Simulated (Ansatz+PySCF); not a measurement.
Results of a calculation; reference values are marked as such.
## Ansatz (development build ahead of 0.2.0) run

```yaml
crystal:
  periodic: [false, false, false]
  atoms:
    - { symbol: Ti, position_ang: [0.0, 0.0, -0.3577] }
    - { symbol: O, position_ang: [0.0, 1.21957, 0.49184] }
    - { symbol: O, position_ang: [0.0, -1.21957, 0.49184] }
basis:
  gaussian: { orbitals: def2-SVP }
magnetization:
  spin_polarized: true
hamiltonian:
  xc: hf
scf:
  omitted_lower_state_checks: [stability, starts, atomic_configurations, cluster_reference, orbital_swaps, given_window_search, neighbouring_geometries, increment]
```

The input is written out in the form of the current development build from the run's settings.

The run gave:

```json
{"Converged": "yes", "Total energy": "-997.82532 hartree", "Spin squared of the determinant": "0.000", "Occupied orbitals by symmetry in an Abelian subgroup (alpha; beta)": "9 A1 1 A2 3 B1 6 B2; 9 A1 1 A2 3 B1 6 B2"}
```

Caution: other spin multiplicities were not run.
